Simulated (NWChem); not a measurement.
CuH; SMILES [CuH]

```xyz
2

Cu     0.0000     0.0000     0.0460
H      0.0000     0.0000    -1.3753
```
Atoms are numbered in this order, from 1.

Geometry: optimised at B3LYP/6-31G* (spherical d).

Q: List the 6 lowest vertical singlet excitations and the 6 lowest triplet ones from LDA (Slater exchange, VWN5)/aug-cc-pVDZ, TDA (NWChem).

A: 
| state | energy (eV) | oscillator strength | leading excitation (squared amplitude) |
|---|---|---|---|
| S1 | 3.12 | 0.000 | HOMO−1 → LUMO (1.00) |
| S2 | 3.12 | 0.000 | HOMO−2 → LUMO (1.00) |
| S3 | 3.31 | 0.060 | HOMO → LUMO (0.96) |
| S4 | 3.43 | 0.003 | HOMO−3 → LUMO (0.62) |
| S5 | 3.43 | 0.003 | HOMO−4 → LUMO (0.62) |
| S6 | 5.04 | 0.062 | HOMO → LUMO+1 (0.54) |
| T1 | 2.41 | spin-forbidden | HOMO → LUMO (1.00) |
| T2 | 2.88 | spin-forbidden | HOMO−1 → LUMO (1.00) |
| T3 | 2.88 | spin-forbidden | HOMO−2 → LUMO (1.00) |
| T4 | 3.08 | spin-forbidden | HOMO−4 → LUMO (0.97) |
| T5 | 3.08 | spin-forbidden | HOMO−3 → LUMO (0.97) |
| T6 | 4.49 | spin-forbidden | HOMO → LUMO+2 (0.91) |
